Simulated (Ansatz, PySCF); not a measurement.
Pair of molecules: HF (SMILES F) (first 2 atoms) with HCl (SMILES Cl); geometry from B3LYP-D3(BJ)/def2-TZVP.
(charge 0, multiplicity 1):
| atom | x (Å) | y (Å) | z (Å) |
|---|---|---|---|
| F | -0.0125 | -0.0839 | -0.1391 |
| H | 0.1544 | 0.1338 | 0.7509 |
| Cl | -0.0257 | 0.4808 | 3.0074 |
| H | -1.2403 | 0.0634 | 2.9886 |

Counterpoise-corrected where a basis set is named; no monomer relaxation. Rows marked so take none.

Frozen-core correlation. CBS(a, b) extrapolates the correlation energy as X⁻³ and adds the Hartree–Fock energy of set b. Rows in 6-31G* carry no dispersion term and start afresh at each structure (6-31G* with six Cartesian d functions).

The values were computed with Ansatz (Gaussian orbitals); PySCF for 6-31G* rows, the dispersion terms. 

```tsv
level	interaction energy (kJ/mol)
PBE-D4/def2-TZVPPD	-15.6
revPBE/def2-TZVPPD	-8.3
B3LYP/6-31G* (no counterpoise)	-11.3
B3LYP-D4/def2-TZVPPD	-13.7
BHLYP-D3(BJ)/def2-TZVPPD	-14.3
CAM-B3LYP-D4/def2-TZVPPD	-14.6
wB97X-V/def2-TZVPPD	…
SCS-MP2/aug-cc-pV(D+d)Z	-8.0
CCSD(T)/CBS(aug-cc-pV(T+d)Z, aug-cc-pV(Q+d)Z)	…
```

**Question.** Some entries are withheld; supply them.

**Answer.** 
- wB97X-V/def2-TZVPPD, interaction energy (kJ/mol): -13.1
- CCSD(T)/CBS(aug-cc-pV(T+d)Z, aug-cc-pV(Q+d)Z), interaction energy (kJ/mol): -12.7

Ansatz is an electronic-structure program.
